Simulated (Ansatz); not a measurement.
Total energies of `C[O][Zr]1234([CH3])([N](C)C)[C@@H]5[C@H]1[C@H]2[C@@]3([SiH3])[C@@H]54`.

Z-matrix (Å, degrees):
```
Zr
C 1 2.530
Si 1 3.697 2 52.2
C 1 3.054 2 80.0 3 74.2
N 1 2.044 2 97.4 3 58.1
C 1 2.583 2 31.9 3 -143.9
C 1 2.503 2 32.8 3 -28.6
O 1 1.921 2 141.7 3 -68.8
C 1 2.539 2 53.3 3 -67.3
C 1 2.257 2 99.0 3 162.1
C 1 3.123 2 112.0 3 41.3
C 1 3.253 2 133.1 3 -71.6
C 1 2.599 2 52.7 3 -107.3
H 2 1.082 1 116.6 3 -92.8
H 3 1.489 1 147.4 2 -56.9
H 3 1.485 1 95.4 2 80.5
H 3 1.488 1 83.8 2 -170.4
H 4 1.101 1 123.8 2 -56.2
H 4 1.095 1 76.3 2 46.2
H 4 1.100 1 125.3 2 147.3
H 6 1.079 1 119.0 2 -121.9
H 9 1.082 1 116.6 2 160.1
H 10 1.098 1 107.2 2 -156.2
H 10 1.095 1 114.1 2 84.7
H 10 1.096 1 113.0 2 -38.2
H 11 1.101 1 122.4 2 -28.8
H 11 1.100 1 125.4 2 122.9
H 11 1.092 1 79.0 2 -133.1
H 12 1.096 1 116.6 2 105.5
H 12 1.095 1 116.0 2 -125.3
H 12 1.097 1 98.9 2 -10.0
H 13 1.081 1 118.6 2 -159.5
```

Total charge 0; spin multiplicity 1. Correlated methods include outer-core shells of Zr, which these sets cover unevenly. Zr: def2 effective core potential. The geometry is a stationary point of PBE0-D4/def2-TZVP. It is one conformer, not always the lowest. Basis def2-TZVPP, the Gaussian-basis code of Ansatz.

RPA on PBE orbitals: Hartree–Fock energy of these orbitals -816.78298 Eh, correlation -3.99188 Eh (frozen core).

| functional | kind | energy without D4 (Eh) | D4 term (kJ/mol) |
| --- | --- | --- | --- |
| LC-ωPBE | long-range corrected hybrid | -820.83183 | – |
| ωB97M-V | range-separated hybrid meta-GGA with VV10 | -820.89968 | – |

Task: Give the same for LDA (SPW92), PBE, revPBE, BLYP, r2SCAN, B97M-V, PBE0, B3LYP, r2SCANh, r2SCAN0, HSE06 (plane-wave form), BHLYP, CAM-B3LYP, ωB97X-V, B2PLYP, PBE-QIDH. (Best estimate.)

Result: Computed: 
```json
{"functional": "LDA (SPW92)", "kind": "LDA", "energy without D4 (Eh)": "-815.65964", "D4 term (kJ/mol)": "–"}
{"functional": "PBE", "kind": "GGA", "energy without D4 (Eh)": "-820.44866", "D4 term (kJ/mol)": "-95.6"}
{"functional": "revPBE", "kind": "GGA", "energy without D4 (Eh)": "-821.04148", "D4 term (kJ/mol)": "-255.9"}
{"functional": "BLYP", "kind": "GGA", "energy without D4 (Eh)": "-820.95299", "D4 term (kJ/mol)": "-196.7"}
{"functional": "r2SCAN", "kind": "meta-GGA", "energy without D4 (Eh)": "-820.94522", "D4 term (kJ/mol)": "-28.9"}
{"functional": "B97M-V", "kind": "meta-GGA with VV10", "energy without D4 (Eh)": "-821.15852", "D4 term (kJ/mol)": "–"}
{"functional": "PBE0", "kind": "global hybrid, 25 % exact exchange", "energy without D4 (Eh)": "-820.50931", "D4 term (kJ/mol)": "-84.0"}
{"functional": "B3LYP", "kind": "global hybrid, 20 %", "energy without D4 (Eh)": "-821.27033", "D4 term (kJ/mol)": "-149.8"}
{"functional": "r2SCANh", "kind": "meta-GGA hybrid, 10 %", "energy without D4 (Eh)": "-820.90538", "D4 term (kJ/mol)": "-30.7"}
{"functional": "r2SCAN0", "kind": "meta-GGA hybrid, 25 %", "energy without D4 (Eh)": "-820.84904", "D4 term (kJ/mol)": "-33.5"}
{"functional": "HSE06 (plane-wave form)", "kind": "screened hybrid", "energy without D4 (Eh)": "-820.47359", "D4 term (kJ/mol)": "-79.2"}
{"functional": "BHLYP", "kind": "global hybrid, 50 %", "energy without D4 (Eh)": "-820.82465", "D4 term (kJ/mol)": "-119.2"}
{"functional": "CAM-B3LYP", "kind": "range-separated hybrid", "energy without D4 (Eh)": "-820.92657", "D4 term (kJ/mol)": "-86.7"}
{"functional": "ωB97X-V", "kind": "range-separated hybrid GGA with VV10", "energy without D4 (Eh)": "-821.01663", "D4 term (kJ/mol)": "–"}
{"functional": "B2PLYP", "kind": "double hybrid", "energy without D4 (Eh)": "-820.59905", "D4 term (kJ/mol)": "–"}
{"functional": "PBE-QIDH", "kind": "double hybrid", "energy without D4 (Eh)": "-820.31320", "D4 term (kJ/mol)": "–"}
```

B3LYP takes the VWN-RPA correlation (the form of Gaussian; ORCA's B3LYP/G). HSE06 is the plane-wave form, built on full-range PBE exchange. The double hybrids freeze the cores in their second-order part.

LC-ωPBE has ω = 0.4 bohr⁻¹.
